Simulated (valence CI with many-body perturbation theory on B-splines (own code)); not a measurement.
## Which ion has this spectrum?

A relativistic CI+MBPT calculation for an atom or ion with 51 electrons gives these levels (eV):

| J | Parity | E | g |
| --- | --- | --- | --- |
| 5/2 | odd | 0.0000 | 0.47 |
| 7/2 | odd | 2.156 | 0.87 |
| 5/2 | odd | 3.784 | 1.08 |
| 9/2 | odd | 3.890 | 1.06 |
| 3/2 | odd | 3.990 | 0.94 |
| 1/2 | odd | 4.287 | -0.49 |
| 11/2 | odd | 5.207 | 1.16 |
| 7/2 | odd | 5.624 | 1.30 |
| 13/2 | odd | 6.170 | 1.19 |
| 15/2 | odd | 6.356 | 1.11 |
| 9/2 | odd | 7.180 | 1.35 |
| 5/2 | odd | 7.783 | 0.98 |
| 15/2 | odd | 8.409 | 1.05 |
| 11/2 | odd | 8.540 | 1.34 |

The energies are calculated, and their last digits are not significant.

Which is it?
A. Pt27+
B. Hg29+
C. Tl30+
D. Au28+

A. Pt27+, ground level 4f⁵ ⁶H°_5/2.
